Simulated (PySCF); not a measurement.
Ionisation energy of Te⁴¹⁺ by level of theory

Te⁴¹⁺ [Ne] 3s1 (2S) → Te⁴²⁺ [Ne] (1S), as a difference of total energies. Computed with PySCF 2.14 in an uncontracted even-tempered set (18 s from 7.7 bohr⁻², ratio 2.5; 12 p from 10 bohr⁻², ratio 2.5; 4 d from 37 bohr⁻², ratio 2.7; 4 f from 55 bohr⁻², ratio 2.7), with the spin-free X2C one-electron Hamiltonian (Gaussian nucleus). Correlated levels: outer shells: 1s2 frozen; virtual orbitals above 40 to 60 times the deepest correlated orbital energy dropped. The calculations carry no spin-orbit coupling.

```tsv
method	ionisation energy (eV)
UHF	3040.1
MP2 (outer shells)	3040.8
SCS-MP2 (outer shells)	3040.6
CCSD (outer shells)	3040.8
CCSD(T) (outer shells)	3040.8
```

Breit and QED terms and the two-electron picture change are absent.

For comparison: 3041 ± 0.5 eV (semi-empirical (NIST evaluation); NIST Atomic Spectra Database, ionization energies).
